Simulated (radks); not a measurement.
Values are calculated unless marked as measured or tabulated.
Species: the barium ion Ba34+. Configuration: [Ar] 3d4 (the NIST ground configuration). Code: a radial shooting solver on a logarithmic mesh with Libxc functionals. Model: non-relativistic Kohn-Sham, TPSS, spin-polarised, spherical densities, point nucleus; open shells are filled with parallel spins first (spin-orbit coupling, left out, can overturn this in heavy ions); meta-GGA in the generalised Kohn-Sham scheme; relativity is left out, which matters for an element this heavy.

Normalised radial functions P(r) = r R(r), r in bohr:

r         3p down
0.001745   0.0061
0.002422   0.0116
0.003362   0.0217
0.004668   0.0403
0.006531   0.0749
0.009067   0.1344
0.01259    0.2344
0.01761    0.3977
0.02445    0.6288
0.03394    0.9152
0.04712    1.1756
0.06593    1.2235
0.09153    0.8014
0.1271    -0.1979
0.1778    -1.4617
0.2468    -2.1189
0.3426    -1.7041
0.4756    -0.7604
0.6656    -0.1560
0.9239    -0.0123

3p down: eigenvalue -2391.7 eV, 1 radial node at r = 0.120 bohr, <r> = 0.276 bohr, 90 % of the charge inside 0.409 bohr.
